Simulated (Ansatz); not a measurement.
```yaml
crystal:
  periodic: [false, false, false]
  atoms:
    - {symbol: N, position_ang: [-2.146258, 0.231629, -0.305981]}
    - {symbol: Si, position_ang: [-0.972874, -0.660712, 0.580019]}
    - {symbol: C, position_ang: [0.745816, -0.784629, -0.184171]}
    - {symbol: B, position_ang: [1.414969, 0.602026, -0.339946]}
    - {symbol: O, position_ang: [2.272811, 1.034242, 0.622744]}
    - {symbol: H, position_ang: [-2.084697, 1.234344, -0.374250]}
    - {symbol: H, position_ang: [-2.562757, -0.159807, -1.134881]}
    - {symbol: H, position_ang: [-1.507959, -2.041402, 0.724744]}
    - {symbol: H, position_ang: [-0.844837, -0.019607, 1.915845]}
    - {symbol: H, position_ang: [1.323132, -1.444552, 0.474013]}
    - {symbol: H, position_ang: [0.604659, -1.276940, -1.152432]}
    - {symbol: H, position_ang: [1.169119, 1.333232, -1.267928]}
    - {symbol: H, position_ang: [2.609276, 1.917278, 0.457125]}
basis:
  gaussian: {orbitals: pcseg-2}
total_charge: -1
magnetization: {spin_polarized: true, initial_magnetization: 1}
hamiltonian: {xc: {name: M06-2X}}
```

```sh
$ ansatz run in.yaml --threads 4 --pin off --events-out ev --progress --plain --max-ram 10444MiB
```

Output, abridged:

```
Error: YAML parse error: error: line 21 column 19: hamiltonian.xc: no functional is named "M06-2X"; the names, which are not case-sensitive, are SVWN5, SPW92, PBE, PBE0, PBEsol, revPBE, revPBE0, RPBE, rPW86-PBE, HSE06, wPBEh, LC-wPBE, HISS, HF, BLYP, B3LYP, B3LYP5, BHLYP, CAM-B3LYP, r2SCAN, r2SCANh, r2SCAN0, r2SCAN50, m-r2SCAN, B97, wB97, wB97X, wB97X-V, B97M-V, wB97M-V, B2PLYP, B2GP-PLYP, PBE0-DH, PBE-QIDH
19 | total_charge: -1
20 | magnetization: {spin_polarized: true, initial_magnetization: 1}
21 | hamiltonian: {xc: {name: M06-2X}}
```

Task: What is wrong with this run?

Result: The method's name isn't one that the program takes here. The program refused the input.

HSE06 is defined as in plane-wave codes.
